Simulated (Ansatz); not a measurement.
A nudged elastic band was laid between two geometries of C₂H₁₁NOSi₂ (17 atoms, charge 0, multiplicity 1).

Method: RKS B3LYP-D4/STO-3G (Ansatz 0.2.0).

```
movable images  : 2
climbing image  : yes
spring          : 5.0 eV/Å²
optimiser       : quadratic models (default)
start path      : IDPP
force threshold : 0.05 eV/Å
iteration limit : 60
end points      : relaxed
```

First end point:

```xyz
17
Properties=species:S:1:pos:R:3
C 1.672 -0.838 -0.700
C 0.922 0.487 -1.029
Si -0.965 0.342 -0.972
O -1.498 -1.155 -1.608
N -1.478 0.583 0.665
Si -0.584 0.461 2.152
H 1.381 -1.638 -1.400
H 1.449 -1.184 0.322
H 2.762 -0.704 -0.777
H 1.224 0.817 -2.035
H 1.255 1.271 -0.331
H -1.592 1.315 -1.841
H -1.117 -1.856 -0.967
H -2.474 0.834 0.783
H 0.073 -0.827 2.268
H 0.455 1.469 2.256
H -1.504 0.624 3.255
```

Last end point:

```xyz
17
Properties=species:S:1:pos:R:3
C 1.572 -1.060 -1.700
C 0.975 -0.139 -0.597
Si -0.914 -0.188 -0.561
O -1.480 -1.789 -0.353
N -1.447 0.882 0.691
Si -0.584 1.462 2.085
H 1.243 -0.740 -2.702
H 1.249 -2.104 -1.558
H 2.673 -1.040 -1.683
H 1.315 0.895 -0.768
H 1.384 -0.444 0.379
H -1.479 0.205 -1.834
H -1.122 -2.071 0.563
H -2.406 1.254 0.587
H 0.215 0.393 2.646
H 0.321 2.554 1.777
H -1.534 1.930 3.069
```

Task: What changes between the two ends?

Result: No bond is made or broken. The dihedral H11–C2–Si3–O4 goes from -161 to -65°.

Task: Give the energies along the band, and the barrier.

Result: It converged. The highest image is number 1 of 0 to 3, 0.035 eV above the first end and 0.040 eV above the last; the last end lies 0.005 eV below the first. Another band between the same ends (5 images) ends at a top of the same energy, where a vibrational analysis finds 1 clearly imaginary mode. So few images can step over the top or miss a turn of the path. Limits of this set-up: minimal basis.

```json
{"image": "0", "path coordinate (Å)": "0.00", "energy (eV)": "0.000", "dihedral H11–C2–Si3–O4 (°)": "-161"}
{"image": "1", "path coordinate (Å)": "1.99", "energy (eV)": "0.035", "dihedral H11–C2–Si3–O4 (°)": "-123"}
{"image": "2", "path coordinate (Å)": "3.49", "energy (eV)": "0.018", "dihedral H11–C2–Si3–O4 (°)": "-94"}
{"image": "3", "path coordinate (Å)": "4.98", "energy (eV)": "-0.005", "dihedral H11–C2–Si3–O4 (°)": "-65"}
```

Task: What is the geometry of the highest image?

Result: 
```xyz
17
Properties=species:S:1:pos:R:3
C 1.691 -1.056 -1.124
C 0.956 0.295 -0.879
Si -0.935 0.140 -0.847
O -1.442 -1.473 -1.113
N -1.498 0.763 0.669
Si -0.654 0.932 2.181
H 1.365 -1.519 -2.069
H 1.491 -1.774 -0.313
H 2.781 -0.907 -1.177
H 1.243 1.002 -1.671
H 1.315 0.728 0.067
H -1.548 0.861 -1.941
H -1.071 -1.995 -0.316
H -2.486 1.067 0.688
H 0.068 -0.282 2.502
H 0.320 2.007 2.162
H -1.618 1.209 3.221
```

The band took 4 iterations and roughly 50 core-seconds.

Time of the run: 52 s on 1 thread of Arm Neoverse V1 (shared host), peak memory 0.14 GiB.
